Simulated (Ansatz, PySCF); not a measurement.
H2OSi, SMILES O=[SiH2] (connectivity only; charge and spin as stated), charge +1, multiplicity 2. Atoms are numbered in the order given.

```xyz
4

Si     0.0000     0.0000     0.6409
O      0.0000     0.0000    -0.9619
H      0.0000    -1.3366     1.2673
H      0.0000     1.3366     1.2673
```
Charge +1, spin multiplicity 2.

Coordinates come from a r2SCAN-D4/def2-TZVP optimisation. The multiplicity is an assumed one; other spin states were not compared.

Two levels are set side by side: PBE-D3(BJ)/def2-TZVP (Ansatz, a program for electronic structure) and r2SCAN-D4/def2-TZVP (Ansatz). Each level has its own optimised geometry; the coordinates shown are those of the second. Frequencies come from the Hessian of PySCF at each geometry. Differences are taken from unrounded values.

| quantity | r2SCAN-D4 |
|---|---|
| mean bond length (Å) | 1.518 |
| bond Si1–O2 (Å) | 1.603 |
| bond Si1–H3 (Å) | 1.476 |
| bond Si1–H4 (Å) | 1.476 |
| highest harmonic wavenumber (cm⁻¹) | 2291 |
| mean harmonic wavenumber (cm⁻¹) | 1239 |
| zero-point energy (kcal/mol) | 10.62 |

Question: What does PBE-D3(BJ) give, and how far is it from r2SCAN-D4? (The exact figures need the calculation; the answer reports its results.)

Answer: 
```
quantity                            PBE-D3(BJ)  PBE-D3(BJ) minus r2SCAN-D4
----------------------------------  ----------  --------------------------
mean bond length (Å)                     1.532                       0.013
bond Si1–O2 (Å)                          1.606                       0.003
bond Si1–H3 (Å)                          1.494                       0.018
bond Si1–H4 (Å)                          1.494                       0.018
highest harmonic wavenumber (cm⁻¹)        2181                        -111
mean harmonic wavenumber (cm⁻¹)           1168                         -71
zero-point energy (kcal/mol)             10.02                       -0.61
```
